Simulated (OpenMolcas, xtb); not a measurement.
**A ladder of methods for Si2H3F3 (SMILES F[Si](F)(F)[SiH3])**

The species is Si2H3F3 (8 atoms), meant as a singlet with charge 0. As SMILES, `F[Si](F)(F)[SiH3]`. The shape is that of a PBE0-D4/def2-TZVP optimisation.

Each level gives the vertical ionisation energy (to the doublet cation) (eV). The values are calculated.

| level | kind | program | value (eV) | CPU time (all runs) |
| --- | --- | --- | --- | --- |
| GFN1-xTB | semi-empirical | xtb | 14.83 | under 2 s |
| HF/cc-pVDZ | Hartree–Fock | OpenMolcas | 11.46 | 26 s |
| SVWN5/cc-pVDZ | LDA | OpenMolcas | 11.31 | 75 s |
| BLYP/cc-pVDZ | GGA | OpenMolcas | 11.02 | 1.7 min |
| TPSS/cc-pVDZ | meta-GGA | OpenMolcas | 11.25 | 2.5 min |
| B3LYP/cc-pVDZ | global hybrid | OpenMolcas | 11.56 | 96 s |

The values span 11.02 to 14.83 eV. The xTB values lack the empirical shift that such differences need. Times are those of the runs behind each value, whatever else they computed, on shared processors of several kinds: orders of magnitude only.
